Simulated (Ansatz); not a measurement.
Ansatz (an electronic-structure program) input (CCSD(T,core; 1s of Na to Cl frozen)/cc-pwCVTZ):
A basis named .json is the Basis Set Exchange file of that set.

Ansatz 0.2 input:
```yaml
crystal:
  periodic: [false, false, false]
  atoms:
    - {symbol: C, position_ang: [-2.37805958, 0.12344049, -0.29596244]}
    - {symbol: C, position_ang: [-1.01015187, 0.24465946, 0.38502061]}
    - {symbol: C, position_ang: [0.09658575, -0.26031063, -0.51771405]}
    - {symbol: S, position_ang: [1.72286772, -0.09110790, 0.20799352]}
    - {symbol: H, position_ang: [-2.58521674, -0.92109662, -0.55362749]}
    - {symbol: H, position_ang: [-3.19693647, 0.47468765, 0.34711559]}
    - {symbol: H, position_ang: [-2.38524333, 0.69140350, -1.23076968]}
    - {symbol: H, position_ang: [-0.83133231, 1.30130677, 0.62339138]}
    - {symbol: H, position_ang: [-1.10217967, -0.25536776, 1.38132669]}
    - {symbol: H, position_ang: [-0.03804079, -1.32593439, -0.74086579]}
    - {symbol: H, position_ang: [2.32282013, 0.84599116, -0.58253182]}
basis:
  gaussian:
    orbitals: cc-pwCVTZ.json
total_charge: -1
magnetization: {spin_polarized: false}
correlation: {method: ccsd_t, frozen_orbitals: {C: 0, H: 0, S: 1}}
```

Output:

```
Functional definition: HF
integrals: 2.31 GiB planned
1641 factors; integrals over basis functions are off by at most 1.0e-3 eV
mean field: 1.37 GiB planned
mean field evaluation 1: about -14016.5013 eV, gradient 2.4e1 eV
mean field evaluation 2: about -14016.8773 eV, gradient 2.5e1 eV
mean field evaluation 4: about -14018.9500 eV, gradient 4.2e0 eV
mean field evaluation 8: about -14019.0090 eV, gradient 3.4e-1 eV
mean field evaluation 16: about -14019.0101 eV, gradient 2.4e-6 eV
mean field -14019.01014441 eV, -515.1891203807 hartree, gradient 2.4e-6 eV, S^2 0.000000; 0 other end points of the search recorded, 0 dependent functions left out
1 core orbitals not correlated
reference -14019.01014441 eV, -515.1891203807 hartree; 20, 20 occupied and 265, 265 virtual orbitals, 1641 factors
second order -31.01944811 eV of doubles, -0.00000000 eV of singles
coupled cluster: 4.25 GiB planned
cycle   1  -31.70571108 eV  change   -6.9e-1 eV  update   9.7e-2
cycle   2  -32.28351627 eV  change   -5.8e-1 eV  update   2.7e-2
cycle   3  -32.37262021 eV  change   -8.9e-2 eV  update   1.3e-2
cycle   4  -32.36411727 eV  change    8.5e-3 eV  update   4.0e-3
cycle   5  -32.36286370 eV  change    1.3e-3 eV  update   2.8e-3
cycle   6  -32.36382963 eV  change   -9.7e-4 eV  update   1.3e-3
cycle   7  -32.36372503 eV  change    1.0e-4 eV  update   5.7e-4
cycle   8  -32.36356671 eV  change    1.6e-4 eV  update   2.1e-4
cycle   9  -32.36361604 eV  change   -4.9e-5 eV  update   8.7e-5
cycle  10  -32.36362208 eV  change   -6.0e-6 eV  update   3.9e-5
perturbative correction -1.04981862 eV, -0.0385801227 hartree
Total energy: -14052.42358511 eV, -516.4170416779 hartree
```

It need not be the lowest isomer of its formula. Whether it binds its extra electron was not tested at this geometry.
